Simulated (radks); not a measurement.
The numbers below are computed, except where a source is named.
Initial-state core-level shifts of neutral manganese when its valence configuration changes from [Ar] 3d5 4s2. Level of theory: scalar-relativistic Kohn-Sham, PBEsol, spin-unpolarised, spherical densities, finite nucleus; Fermi nuclear charge, rms radius 3.7057 fm (a radial shooting solver on a logarithmic mesh with Libxc functionals). Shifts are changes of the shell-averaged eigenvalues in eV (positive: less bound); the change of the density at the nucleus, which sets a Mossbauer isomer shift, is in e/bohr^3, on a base of 1.324e+04.

valence,1s,2p,3s,3p,density at nucleus
3d5 4p2,-3.066,-2.902,-3.059,-3.064,-10.550
3d7,+6.553,+7.421,+6.819,+6.593,-11.863
3d5 4s1.5 4p0.5,-0.844,-0.801,-0.841,-0.843,-2.359
3d5 4s1 4p1,-1.627,-1.542,-1.621,-1.624,-4.919
3d4 4s1 4p2,-8.930,-9.602,-8.691,-8.477,-1.694
3d3 4s1 4p3,-17.455,-19.155,-16.538,-16.058,+2.524
3d4 4s2 4p1,-7.482,-8.204,-7.258,-7.050,+4.621
3d3 4s2 4p2,-16.142,-17.870,-15.248,-14.779,+10.355
3d3 4s1.5 4p2.5,-16.809,-18.523,-15.903,-15.429,+6.513
